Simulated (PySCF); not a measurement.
# One molecule, several mistakes: BGeH7NSi

These are calculations, not measurements. The program is PySCF 2.14.0, an open-source quantum chemistry code, run on an isolated molecule that a program drew, which may never have been made. The molecule is BGeH7NSi (charge 0, doublet), drawn as the SMILES string `N[SiH2][BH][GeH2]`.

Each row is a Hartree-Fock (HF) and frozen-core CCSD(T) single point in the cc-pV(D+d)Z basis, meant for a local HF minimum. Run 1 is clean. Each other run has one planted mistake out of seven kinds, and not every kind appears here: one electron removed, one electron added, multiplicity raised by two, geometry at a saddle point, minimal basis STO-3G, one bond length entered in bohr, all coordinates scaled. The reference is restricted for singlets and unrestricted otherwise, and also for a bond in bohr. Adding or removing an electron swaps singlet and doublet. Electrons count all cores. HOMO and LUMO are orbital energies over both spins, the gradient is its largest component, and the lowest frequency (negative if imaginary) is given only where the gradient is small. Bond lengths are over the 10 bonds as drawn. T1 is the CCSD diagnostic: over 0.02 (restricted) or 0.045 (unrestricted) a single reference is doubtful. Germanium has the cc-pVDZ-PP basis, with a core potential (ECP10MDF) in place of its 10 inner electrons, and its 3s, 3p and 3d shells are frozen in CCSD(T).

Geometry of the clean run:
```xyz
11
BGeH7NSi, angstrom
N    -1.5864   -2.1800    1.5008
Si   -0.6613   -1.1456    0.4626
B     0.0646    0.4105    1.5440
Ge    0.0523    2.3009    0.9071
H    -1.1647   -2.4883    2.3580
H    -2.0938   -2.9410    1.0867
H    -1.5659   -0.7167   -0.6329
H     0.5027   -1.8091   -0.1991
H     0.5615    0.2313    2.6221
H    -0.5300    2.7589   -0.4279
H     0.6423    3.4840    1.6717
```

| run | electrons | basis functions | <S^2> | HOMO (eV) | LUMO (eV) | gradient (hartree/bohr) | lowest frequency (cm^-1) | mean bond (Å) | longest bond (Å) | T1 | HF (hartree) | CCSD(T) (hartree) | mistake |
|---|---|---|---|---|---|---|---|---|---|---|---|---|---|
| 1 | 65 | 109 | 0.760 | -8.09 | 0.35 | 2.1e-05 | 49 | 1.4998 | 2.029 | 0.0155 | -665.49623 | -666.00985 | no fault |
| 2 | 65 | 109 | 3.779 | -5.65 | -1.64 | 4.2e-02 | - | 1.4998 | 2.029 | 0.0268 | -665.35216 | -665.85736 | multiplicity raised by two |
| 3 | 65 | 109 | 0.761 | -8.02 | 0.35 | 2.3e-02 | - | 1.5433 | 2.088 | 0.0168 | -665.48850 | -666.00633 | all coordinates scaled |
| 4 | 64 | 109 | 0.000 | -14.29 | -6.65 | 4.3e-02 | - | 1.4998 | 2.029 | 0.0131 | -665.22611 | -665.71929 | one electron removed |
| 5 | 66 | 109 | 0.000 | -1.13 | 7.30 | 3.8e-02 | - | 1.4998 | 2.029 | 0.0180 | -665.50916 | -666.06553 | ? |

**Which mistake was planted in run 5, and what did it cost?**

It counts 66 electrons, one more than the clean run, at the same geometry and basis. So the mistake is: one electron added. Subtracting run 1 and multiplying by 627.51 kcal/mol a hartree, the energy moved by -8.1 kcal/mol in HF and -34.9 kcal/mol in CCSD(T).

